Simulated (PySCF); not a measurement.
C₄H₅F, SMILES C=C/C=C/F. Atoms are numbered in the order given.

```xyz
10

C      0.2295     2.4635     0.0000
C     -0.3964     1.2717     0.0000
C      0.2789    -0.0096     0.0000
C     -0.3845    -1.1763     0.0000
F      0.2489    -2.3506     0.0000
H      1.3225     2.5309     0.0000
H     -0.3320     3.4010     0.0000
H     -1.4945     1.2462     0.0000
H      1.3749    -0.0355     0.0000
H     -1.4755    -1.2833     0.0000
```

Geometry optimised at r2SCAN-D4/def2-SVP. One conformer was computed; it need not be the lowest.

Method: PBE/pcSseg-1 (PySCF).

GIAO shieldings, no solvent; atoms listed in one row are averaged. δ = σ(ref) − σ: ¹³C against TMS (σ = 182.0 ppm); ¹⁹F against CFCl3 (σ = 133.6 ppm); ¹H against TMS (σ = 31.49 ppm), references at their B3LYP-D3(BJ)/def2-TZVP geometries, non-relativistic.

Computed chemical shifts:
| nucleus | atoms | count | δ (ppm) |
|---|---|---|---|
| ¹³C | C4 | 1 | 165.6 |
| ¹³C | C2 | 1 | 138.7 |
| ¹³C | C1 | 1 | 124.0 |
| ¹³C | C3 | 1 | 122.6 |
| ¹⁹F | F5 | 1 | -125.5 |
| ¹H | H10 | 1 | 7.34 |
| ¹H | H8 | 1 | 6.50 |
| ¹H | H9 | 1 | 6.39 |
| ¹H | H6 | 1 | 5.69 |
| ¹H | H7 | 1 | 5.55 |
